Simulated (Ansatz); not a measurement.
Reaction (formal loss of a carbene): `C[CH2][Ga]([Cl])[Cl]` → `[CH3][Ga]([Cl])[Cl]` + `[CH2]` (triplet)

Computed with Ansatz on PBE0-D4/def2-TZVP structures; ΔE is electronic, products minus reactants. CCSD(T)/CBS adds triple-zeta CCSD(T) − MP2 to the extrapolated MP2 energy (def2 sets, frozen cores). This one scheme is used for every species. Functionals use def2-TZVPP. Triplets are unrestricted, without spin–orbit coupling. For Ga outer-core shells are correlated without core-valence functions, which leaves a few kJ/mol of doubt a bond. Scalar relativity is left out up to krypton. One conformer a species, not always the lowest.

```json
{"level": "r2SCANh-D4", "ΔE (kJ/mol)": "398.7", "difference from CCSD(T)/CBS": "-26.9"}
{"level": "BHLYP-D4", "ΔE (kJ/mol)": "405.3", "difference from CCSD(T)/CBS": "-20.3"}
{"level": "CAM-B3LYP-D4", "ΔE (kJ/mol)": "420.6", "difference from CCSD(T)/CBS": "-5.0"}
{"level": "ωB97X-V", "ΔE (kJ/mol)": "433.9", "difference from CCSD(T)/CBS": "8.3"}
{"level": "B2PLYP", "ΔE (kJ/mol)": "413.5", "difference from CCSD(T)/CBS": "-12.1"}
{"level": "BLYP", "ΔE (kJ/mol)": "403.1", "difference from CCSD(T)/CBS": "-22.5"}
{"level": "r2SCAN", "ΔE (kJ/mol)": "398.5", "difference from CCSD(T)/CBS": "-27.1"}
{"level": "HF/def2-SVP", "ΔE (kJ/mol)": "283.2", "difference from CCSD(T)/CBS": "-142.4"}
{"level": "SCS-MP2/def2-TZVPP", "ΔE (kJ/mol)": "426.7", "difference from CCSD(T)/CBS": "1.1"}
{"level": "CCSD/def2-TZVPP", "ΔE (kJ/mol)": "401.8", "difference from CCSD(T)/CBS": "-23.8"}
{"level": "CCSD(T)/CBS", "ΔE (kJ/mol)": "425.6", "difference from CCSD(T)/CBS": "0"}
```

Largest T1 diagnostic among the species: 0.011.

The D4 term adds +11.3 kJ/mol with B3LYP and +6.2 kJ/mol with PBE0; it sums over pairs of atoms, weighted by their polarisabilities, and B3LYP, whose exchange is more repulsive, gets the larger term. From r2SCAN to r2SCAN0 (25 % exact exchange), in def2-TZVPP and without D4, ΔE moves by −4.4 kJ/mol.

B3LYP here is the variant with VWN-RPA as its local correlation; programs differ in this.
